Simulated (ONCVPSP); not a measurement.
**W: variants of one ONCV potential**

Base potential:

- Element: W (Z = 74)
- Generator: ONCVPSP 4.0.1
- Type: optimised norm-conserving Vanderbilt (ONCV)
- Functional: LDA (Perdew-Zunger)
- Relativity: scalar-relativistic
- Frozen core: [Kr] 4d10 4f14
- Valence charge: 14
- Reference configuration: 5s2 5p6 5d4 6s2
- Partial waves: 5s+6s: rc 1.40 bohr, ncon 5, nbas 8, qcut 6.9 1/bohr, 2 projectors; 5p: rc 2.05 bohr, ncon 4, nbas 7, qcut 7.1 1/bohr, 2 projectors, debl 3.4 Ha; 5d: rc 1.80 bohr, ncon 4, nbas 8, qcut 5 1/bohr, 3 projectors, debl 3.1 Ha
- Local potential: polynomial inside 1.30 bohr (lpopt 5, dvloc0 6 Ha)
- Core correction: Teter function, fcfact 4, rcfact 1.25

Cutoffs, loose and tight: the cutoffs (Ha) at which the residual kinetic energy of the hardest occupied pseudo-wave falls to 1 and 0.1 mHa per electron. They do not see the model core or the augmentation charge, which bear on the density cutoff. Test errors are all-electron minus pseudo excitation energies from the reference, over the configurations 5s2 5p6 5d4 6s1; 5s2 5p6 5d4 6s0; 5s2 5p6 5d3 6s0; 5s2 5p6 5d4 6s0 6p1. A dash means not determined; rows that change the core or the reference have their own tests.

A true bound ghost makes a file unfit for plane-wave use even where its test errors are small: the radial tests pick states by their node count and pass the ghost by.

| change | outcome | cutoff, loose | cutoff, tight | bound ghosts | GHOST(+) flags above zero | largest test error (meV) |
| --- | --- | --- | --- | --- | --- | --- |
| base | generated | 58 Ha | 82 Ha | none | s, d | -14 |
| core correction Teter function, fcfact 2.8, rcfact 1.25 | generated | 58 Ha | 82 Ha | none | s, d | -14 |
| core correction Teter function, fcfact 3.5, rcfact 1.7 | generated | 58 Ha | 82 Ha | none | s, d | -34 |
| local potential polynomial inside 1.30 bohr (lpopt 5, dvloc0 3.5 Ha) | generated | 58 Ha | 82 Ha | none | s | -9.4 |
| d: rc 1.4, qcut 6.4 | generated | 58 Ha | 82 Ha | d | s, d | -9.0 |

Problem. What comes out with this change to the base: functional PBE; d: rc 1.4, qcut 6.4?

Solution. outcome: generated; cutoff, loose: 58 Ha; cutoff, tight: 82 Ha; bound ghosts: d; GHOST(+) flags above zero: s, d; largest test error (meV): -5.5.

Problem. What comes out with this change to the base: p: rc 2.76?

Solution. outcome: generated, projector energies reset by the program; cutoff, loose: 58 Ha; cutoff, tight: 82 Ha; bound ghosts: p; GHOST(+) flags above zero: s, p, d; largest test error (meV): -14.

Problem. What comes out with this change to the base: s: nbas 9?

Solution. outcome: generated; cutoff, loose: 36 Ha; cutoff, tight: 107 Ha; bound ghosts: none; GHOST(+) flags above zero: s, d; largest test error (meV): -14.
